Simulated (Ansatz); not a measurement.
Wavefunction ladder for CH₅Cl₂GaSe (`[CH3][Ga-]([Cl])([Cl])[SeH2+]`)

```tsv
atom	x (Å)	y (Å)	z (Å)
C1	-1.213	-0.189	-0.923
Ga2	-0.149	0.949	0.258
Cl3	1.141	2.485	-0.578
Cl4	-0.860	1.410	2.258
Se5	1.909	-0.562	1.133
H6	-2.060	0.385	-1.304
H7	-0.616	-0.526	-1.772
H8	-1.598	-1.053	-0.380
H9	2.304	-1.128	-0.165
H10	1.141	-1.770	1.472
```

Charge 0, multiplicity 1. Correlated methods include outer-core shells of Ga, Se, which these sets cover unevenly. Scalar relativity is left out up to krypton. The structure was optimised at the PBE0-D4/def2-TZVP level. It is one conformer, not always the lowest. Frozen core, restricted reference, Ansatz.

```
     basis      HF (Eh)  MP2 corr.  CCSD corr.       (T)  CCSD(T) total
  def2-SVP            ?          ?    -0.91103  -0.02411              ?
def2-TZVPP  -5283.04949   -1.07358           –         –              –
def2-QZVPP            ?          ?           –         –              –
```

Q: Fill in the withheld values. (Estimate.)

A: The calculation gave: def2-SVP HF (Eh): -5282.14437; def2-SVP MP2 corr.: -0.87164; def2-SVP CCSD(T) total: -5283.07951; def2-QZVPP HF (Eh): -5283.16401; def2-QZVPP MP2 corr.: -1.67581.
